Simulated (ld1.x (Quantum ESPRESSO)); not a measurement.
# What the settings do to the TM potential of Sb (Z = 51)

Base potential:

- Element: antimony (Sb)
- Generator: ld1.x (Quantum ESPRESSO) 7.5
- Type: norm-conserving Troullier–Martins (Kleinman–Bylander form)
- Functional: LDA (PZ)
- Relativity: non-relativistic
- Frozen core: [Kr] 4d10
- Valence charge: 5
- Reference configuration: 5s1.5 5p3.5
- Partial waves: 5s (bound): rc 2.15 bohr; 5p (bound): rc 2.30 bohr
- Local potential: all-electron potential smoothed inside 2.30 bohr (lloc = -1)
- Core correction: Bessel-smoothed model core inside 1.25 bohr

Cutoffs, loose and tight: the cutoffs (Ry, on a coarse ladder) from which the occupation-weighted sum of valence levels, in a spherical-Bessel basis at the reference potential, stays within 10 and 1 mRy of its value at 400 Ry. They do not see the model core or the augmentation charge, which bear on the density cutoff. Test errors are all-electron minus pseudo excitation energies from the reference, over the configurations 5s2 5p3; 5s2 5p2; 5s2 5p1; 5s1 5p0; 5s0 5p5; 5s1 5p4; 5s2 5p3.3 (two spin-polarised tests are not counted in the largest error). A dash means not determined; rows that change the core or the reference have their own tests.

A true bound ghost makes a file unfit for plane-wave use even where its test errors are small: the radial tests pick states by their node count and pass the ghost by.

```tsv
change	outcome	cutoff, loose	cutoff, tight	bound ghosts	largest test error (meV)
base	generated	18 Ry	30 Ry	none	-272
wave 5p (bound): rc 2.30 bohr becomes 5p (bound): rc 1.44 bohr	generated	140 Ry	160 Ry	p	-465
wave 5p (bound): rc 2.30 bohr becomes 5p (bound): rc 1.64 bohr	generated	45 Ry	110 Ry	none	-342
wave 5p (bound): rc 2.30 bohr becomes 5p (bound): rc 1.92 bohr	generated	25 Ry	50 Ry	none	-292
wave 5p (bound): rc 2.30 bohr becomes 5p (bound): rc 2.12 bohr	generated	18 Ry	30 Ry	none	-275
wave 5p (bound): rc 2.30 bohr becomes 5p (bound): rc 2.32 bohr	generated	18 Ry	30 Ry	none	-272
wave 5p (bound): rc 2.30 bohr becomes 5p (bound): rc 2.56 bohr	generated	18 Ry	30 Ry	none	-294
wave 5p (bound): rc 2.30 bohr becomes 5p (bound): rc 2.76 bohr	generated	18 Ry	30 Ry	none	-335
wave 5p (bound): rc 2.30 bohr becomes 5p (bound): rc 3.46 bohr	generated	12 Ry	30 Ry	none	-595
```

(1) What comes out with this change to the base: wave 5p (bound): rc 2.30 bohr becomes 5p (bound): rc 3.20 bohr?

(2) What comes out with this change to the base: wave 5p (bound): rc 2.30 bohr becomes 5p (bound): rc 3.02 bohr?

Answers

(1) outcome: generated; cutoff, loose: 12 Ry; cutoff, tight: 30 Ry; bound ghosts: none; largest test error (meV): -490.

(2) outcome: generated; cutoff, loose: 15 Ry; cutoff, tight: 30 Ry; bound ghosts: none; largest test error (meV): -401.

Reading the sweep of the p radius (base included, trends over the rows without a ghost): The loose cutoff falls from 45 Ry at 1.64 to 12 Ry at 3.46 bohr. A larger radius leaves more room for a smooth pseudo-wave, so fewer plane waves are needed; a smaller one forces it to follow the all-electron wave where it bends sharply. The median size of the test errors (rows with all tests solved) is not monotonic: lowest 0.7 meV at 2.76 bohr, highest 3.1 meV at 3.46 bohr. Bound ghosts are found at 1.44 bohr.
